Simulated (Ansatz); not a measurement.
# Two structures, one formula

Two relaxed structures of H$_{3}$TeSO (charge +1), closed shell (PBE0-D4/def2-TZVP; forces vanish, vibrations not checked).

A:

S1  (-0.968, -0.522, -1.141)
O2  (0.336, -0.504, -0.298)
Te3  (0.669, 0.647, 1.378)
H4  (-1.975, -0.421, -0.224)
H5  (-1.147, 0.773, -1.531)
H6  (1.027, 1.962, 0.426)
(Å)

B:

| atom | x (Å) | y (Å) | z (Å) |
| --- | --- | --- | --- |
| S1 | -1.2149 | -0.1991 | -1.0618 |
| O2 | 0.1646 | -0.4164 | -0.0602 |
| Te3 | 0.8262 | 0.7994 | 1.5238 |
| H4 | -1.9742 | -1.0816 | -0.3809 |
| H5 | 0.8155 | -1.0203 | -0.4506 |
| H6 | 1.3826 | 1.9180 | 0.4297 |

Program: Ansatz 0.2.0. Basis: def2-TZVPP. Cores are frozen in the correlated methods. Filled d shells of the heavier atoms are correlated. Core potentials replace the inner electrons of the atoms past krypton. The def2 sets are not built for correlating such inner shells, so the correlated values are less sure here. B3LYP uses VWN-RPA correlation.

Which structure is lower at CCSD(T), and by how much? (To be estimated.)

By the calculation: A, by 0.065 eV (electronic energy, against the other). By their contacts, A is H₃TeSO ([SH2][O][TeH]), total charge +1 and B is H₃TeSO ([SH][OH][TeH]), total charge +1.

Do the other methods give the same order? (Judge from chemistry; the calculation decides.)

The calculation gives: Not all: HF gives the other order.

| method | E(B) − E(A) (eV) |
| --- | --- |
| PBE-D4 | 0.226 |
| r2SCAN-D4 | 0.265 |
| PBE0-D4 | 0.182 |
| B3LYP-D4 | 0.111 |
| wB97M-V | 0.045 |
| HF | -0.019 |
| MP2 | 0.140 |
| CCSD | 0.027 |
| CCSD(T) | 0.065 |

The T1 diagnostic stays at or below 0.014. The restricted Hartree–Fock reference is unstable towards an unrestricted one at one or more of these structures.

Labels in which every atom is bracketed show which atoms are joined, not bond orders.

For scale, one of the runs: CCSD(T)/def2-TZVPP, 165 basis functions, launched by `ansatz run in.yaml --threads 2 --pin off --events-out ev --progress --plain --max-ram 4352MiB`. The run took 42 s on 2 CPU threads of an Arm Neoverse V2 (shared host), with 1.5 GiB of host memory at its peak.
